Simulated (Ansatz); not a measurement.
The same path of AlBH$_{4}$OS (8 atoms, charge 0, multiplicity 1) was run twice with different band settings. The coordinate that changes most is the dihedral B2–S3–Al4–H8.

All numbers below come from Ansatz, RHF/def2-SVP.

Relaxed end points:

```xyz
8
Properties=species:S:1:pos:R:3
O -1.111 1.955 -1.122
B -0.422 1.101 -0.356
S -0.456 -0.708 -0.720
Al 0.837 -1.601 0.820
H -1.594 1.566 -1.836
H 0.207 1.546 0.558
H 1.539 -0.694 1.894
H 1.000 -3.164 0.763
```

```xyz
8
Properties=species:S:1:pos:R:3
O -1.115 1.954 -1.120
B -0.429 1.101 -0.350
S -0.438 -0.704 -0.733
Al 0.843 -1.601 0.816
H -1.583 1.566 -1.844
H 0.180 1.545 0.578
H 1.029 -3.160 0.739
H 1.513 -0.700 1.914
```

Common settings: movable images 9; climbing image yes; optimiser quadratic models (default); start path through a guess of the saddle point; force threshold 0.03 eV/Å; iteration limit 60; end points relaxed.

| run | spring |
| --- | --- |
| 1 | 5.0 eV/Å² |
| 2 | 2.0 to 10.0 eV/Å², energy-weighted |

**Question.** What does each run give, and how far can it be trusted?

**Answer.** Run 1: converged after 18 iterations, highest image 0.165 eV above the first end. A vibrational analysis at the climbing image gives one clearly imaginary mode, 154i cm⁻¹: a first-order saddle point.
Run 2: converged after 20 iterations, highest image 0.165 eV above the first end. Another band between the same ends (9 images) ends at a top of the same energy, where a vibrational analysis finds 1 clearly imaginary mode.
